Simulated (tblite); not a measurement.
Species: C3H8O3Si2.
SMILES with atom numbers: `[CH:1]#[C:2][SiH2:3][O:4][Si@H:5]([OH:6])[O:7][CH3:8]` (hydrogens: H9 on C1; H10, H11 on Si3; H12 on Si5; H13 on O6; H14, H15, H16 on C8)

The geometry is computed with GFN2-xTB (gas phase).

(1) List the bond lengths, angles and torsions at this level.

Answers

(1) 
| bond | length (Å) |
| --- | --- |
| C1≡C2 | 1.203 |
| C2–Si3 | 1.860 |
| Si3–O4 | 1.619 |
| O4–Si5 | 1.613 |
| Si5–O6 | 1.626 |
| Si5–O7 | 1.610 |
| O7–C8 | 1.397 |
| C1–H9 | 1.053 |
| Si3–H10 | 1.462 |
| Si3–H11 | 1.463 |
| Si5–H12 | 1.455 |
| O6–H13 | 0.953 |
| C8–H14, C8–H15, C8–H16 | 1.091 |

Bonds in one row agree within 0.01 Å and their mean is given. A selection of angles:
| angle | degrees |
| --- | --- |
| C1–C2–Si3 | 178.7 |
| C2–Si3–O4 | 108.2 |
| Si3–O4–Si5 | 150.1 |
| O4–Si5–O6 | 112.9 |
| O4–Si5–O7 | 105.5 |
| O6–Si5–O7 | 108.6 |
| Si5–O7–C8 | 127.2 |
| H13–O6–Si5 | 120.1 |

Torsions: C2–Si3–O4–Si5 -52° (synclinal); Si3–O4–Si5–O6 26° (synperiplanar); O4–Si5–O7–C8 174° (antiperiplanar); H13–O6–Si5–O4 44° (synclinal).

Si5 (oxygen-bound silicon) is distorted tetrahedral (angles from 104.9° to 113.7°). Si3 (oxygen-bound silicon) is distorted tetrahedral (angles from 103.5° to 115.6°).

Point group: C1 (no symmetry element, even within 0.4 Å). Its lowest GFN2-xTB frequency is 5 cm⁻¹, too small to tell a flat minimum from a shallow saddle. One conformer, not necessarily the lowest (C2–Si3–O4–Si5 -52°, Si3–O4–Si5–O6 26°, O4–Si5–O6–H 44°, O4–Si5–O7–C8 174°). 3 starts were optimised and ended at 0.00, 0.04 and 2.87 kcal/mol (GFN2-xTB); the lowest of these is shown.
